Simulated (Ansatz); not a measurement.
Cd₁₀H₂₈S₁₀, relaxed as a singlet with RKS r2SCAN-D4/def2-SVP in Ansatz, starting from the GFN1-xTB geometry. Force threshold 0.03 eV/Å.

In the def2 sets Cd takes a core potential; there is no spin–orbit coupling. Single mean-field runs in def2-SVP are fitted with def2-universal-jkfit.

Start:

Cartesian coordinates in Å:
```
Cd -1.110 5.177 -1.285
Cd -5.672 0.072 0.811
Cd -1.236 -3.812 -1.824
Cd 2.677 2.882 -2.459
Cd 1.822 -3.367 -3.019
Cd -0.298 0.385 -0.561
Cd 0.075 1.998 3.405
Cd -0.461 -2.060 2.582
Cd 3.044 -1.129 1.193
Cd 2.091 -4.971 1.318
S -3.025 1.172 -0.035
S 0.278 2.712 -1.760
S -0.224 4.394 1.481
S -0.084 -1.225 -2.448
S -3.484 -1.364 2.310
S -0.520 -3.751 0.679
S 2.970 0.286 -3.369
S 3.490 1.822 0.015
S 2.787 -2.854 -0.670
S 0.738 0.002 1.552
H 0.030 6.335 -1.596
H -2.661 4.588 -1.160
H -6.036 1.208 1.957
H -5.874 -1.027 -0.398
H 0.358 -4.461 -2.621
H -2.796 -3.904 -2.290
H 3.730 3.938 -3.080
H 2.668 -3.144 -4.398
H -1.592 1.880 3.509
H 1.542 2.485 4.006
H -0.585 -2.356 4.187
H 4.340 -0.956 2.172
H 2.099 -6.351 0.411
H 2.461 -4.143 2.738
H -3.123 2.383 -0.545
H -2.701 1.618 1.159
H -0.241 2.406 -2.936
H -1.096 5.039 2.223
H 0.764 5.196 1.809
H -0.831 -0.686 -3.398
H -4.004 -2.518 2.667
H -3.593 -0.852 3.516
H -1.445 -4.549 1.191
H 1.798 -0.237 -2.985
H 2.611 0.339 -4.636
H 3.923 2.722 0.874
H 2.315 1.698 0.605
H 4.081 -3.020 -0.896
```

Q: Estimate the energy that the relaxation releases and the steps that it takes.

A: 1.97 eV, in 51 steps; 6.7 min on 4 threads of AMD EPYC 7R13 on a shared host and a share (37 GiB) of an NVIDIA H100 80GB HBM3. The force fell under the threshold at step 31, but the optimiser went on and released 0.028 eV more. No frequencies were taken in this run, so the end may be a saddle point.

Q: Does the start keep its bonding and symmetry?

A: Bonds formed: Cd9–H34 (atoms count from 1). Metal–metal contacts that move far: Cd9–Cd10 3.96 to 3.15 Å.

Q: Predict the relaxed structure.

A: 
```xyz
48

Cd   -1.142    4.993   -1.364
Cd   -5.633    0.655    0.995
Cd   -1.552   -3.525   -1.414
Cd    3.233    2.667   -1.807
Cd    0.967   -3.905   -3.304
Cd   -0.256    0.382   -0.700
Cd   -0.389    1.592    3.330
Cd   -0.395   -1.842    2.758
Cd    3.190   -1.387    0.910
Cd    2.460   -4.451    1.034
S    -2.725    1.199   -0.188
S     0.641    2.628   -1.730
S    -0.418    4.237    1.547
S    -0.282   -1.309   -2.586
S    -3.282   -1.364    1.944
S    -0.166   -3.684    0.941
S     3.518    0.070   -2.889
S     3.433    2.444    0.914
S     2.475   -3.055   -1.296
S     0.894   -0.070    1.429
H    -0.094    6.261   -1.686
H    -2.494    3.961   -1.140
H    -5.275    1.739    2.234
H    -6.196   -0.375   -0.205
H    -0.410   -4.653   -2.327
H    -3.197   -3.270   -1.102
H     4.391    3.615   -2.589
H     1.625   -3.967   -4.852
H    -1.925    1.450    2.512
H     0.764    1.975    4.490
H    -0.719   -1.961    4.413
H     4.346   -0.273    0.350
H     2.834   -6.080    1.237
H     2.934   -2.857    1.967
H    -2.558    2.531   -0.594
H    -2.328    1.412    1.174
H     0.394    2.384   -3.038
H    -1.646    4.432    2.080
H     0.110    5.304    2.190
H    -1.358   -0.874   -3.283
H    -3.643   -2.548    1.395
H    -3.693   -1.700    3.189
H    -0.808   -4.736    1.498
H     2.268   -0.468   -2.830
H     3.333    0.534   -4.149
H     2.657    3.526    1.170
H     2.407    1.554    1.196
H     3.712   -3.192   -1.823
```
Bond lengths (bridged metal pairs left out): 19 × Cd–S 2.46 to 2.98 Å; 16 × Cd–H 1.68 to 1.91 Å; 14 × H–S 1.35 to 1.43 Å.
